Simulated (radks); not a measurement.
Values are calculated unless marked as measured or tabulated.
Problem. Successive ionisation energies (eV) of one element, from differences of total energies of ions in their ground configurations, starting at charge 66: 16161.4, 17904.8, 18278.8, 18821.6, 19112.0, 77229, 78392. Level of theory: Dirac Kohn-Sham, exchange-only PBE, spin-unpolarised, spherical densities, finite nucleus; open shells fill j = l - 1/2 first; Fermi nuclear charge, rms radius 5.3507 fm (a radial shooting solver on a logarithmic mesh with Libxc functionals). Which element is it?

Solution. Tantalum (Z = 73). The first species listed is Ta66+ in [He] 2s2 2p3, the last Ta72+ in 1s1.
